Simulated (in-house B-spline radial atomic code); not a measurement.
Hg⁴⁺: [Xe] 4f14 5d8

All numbers are computed (Dirac-Kohn-Sham BLYP, spherical fractional occupations; Fermi nucleus of rms radius 5.4648 fm) with a radial B-spline atomic code at the basis-set limit, not measured.

Effective charges: Z_r = [3n² - l(l+1)]/(2<r>) from the radius, Z_e = n√(-2ε) from the energy, and Slater's rules. Values are occupation-weighted means over j. An effective charge above Z reflects the relativistic contraction of the inner shells.

```json
{"shell": "1s", "electrons": "2", "ε (eV)": "-83055", "<r> (bohr)": "0.01659", "Z_r": "90.40", "Z_e": "78.13", "Slater": "79.70"}
{"shell": "2s", "electrons": "2", "ε (eV)": "-14751", "<r> (bohr)": "0.06926", "Z_r": "86.63", "Z_e": "65.85", "Slater": "75.85"}
{"shell": "2p", "electrons": "6", "ε (eV)": "-12862", "<r> (bohr)": "0.0627", "Z_r": "79.74", "Z_e": "61.49", "Slater": "75.85"}
{"shell": "3s", "electrons": "2", "ε (eV)": "-3538.9", "<r> (bohr)": "0.1801", "Z_r": "74.95", "Z_e": "48.38", "Slater": "68.75"}
{"shell": "3p", "electrons": "6", "ε (eV)": "-2984", "<r> (bohr)": "0.181", "Z_r": "69.05", "Z_e": "44.43", "Slater": "68.75"}
{"shell": "3d", "electrons": "10", "ε (eV)": "-2340.2", "<r> (bohr)": "0.165", "Z_r": "63.63", "Z_e": "39.34", "Slater": "58.85"}
{"shell": "4s", "electrons": "2", "ε (eV)": "-817.52", "<r> (bohr)": "0.3991", "Z_r": "60.13", "Z_e": "31.01", "Slater": "52.25"}
{"shell": "4p", "electrons": "6", "ε (eV)": "-633.22", "<r> (bohr)": "0.4239", "Z_r": "54.26", "Z_e": "27.29", "Slater": "52.25"}
{"shell": "4d", "electrons": "10", "ε (eV)": "-398.72", "<r> (bohr)": "0.4491", "Z_r": "46.76", "Z_e": "21.65", "Slater": "40.85"}
{"shell": "5s", "electrons": "2", "ε (eV)": "-168.12", "<r> (bohr)": "0.8978", "Z_r": "41.77", "Z_e": "17.58", "Slater": "22.35"}
{"shell": "4f", "electrons": "14", "ε (eV)": "-146.44", "<r> (bohr)": "0.4825", "Z_r": "37.31", "Z_e": "13.12", "Slater": "29.45"}
{"shell": "5p", "electrons": "6", "ε (eV)": "-117.4", "<r> (bohr)": "1.023", "Z_r": "35.68", "Z_e": "14.69", "Slater": "22.35"}
{"shell": "5d", "electrons": "8", "ε (eV)": "-57.021", "<r> (bohr)": "1.344", "Z_r": "25.67", "Z_e": "10.24", "Slater": "9.55"}
```

The least bound orbital is 5d5/2 at -56.13 eV, and it is also the most diffuse (<r> = 1.36 bohr).

Spin-orbit splittings of the orbital energies (j = l + 1/2 above j = l - 1/2 when positive): 2p 1948 eV, 3p 431.5 eV, 3d 92.47 eV, 4p 104.2 eV, 4d 19.44 eV, 4f 4.2 eV, 5p 18.76 eV, 5d 2.221 eV.

For the 1s electron the small component carries 9.25 % of the norm, the zero-frequency Breit interaction raises the level by 316.1 eV, self-energy by 203.2 eV, and vacuum polarisation lowers it by 42.07 eV.
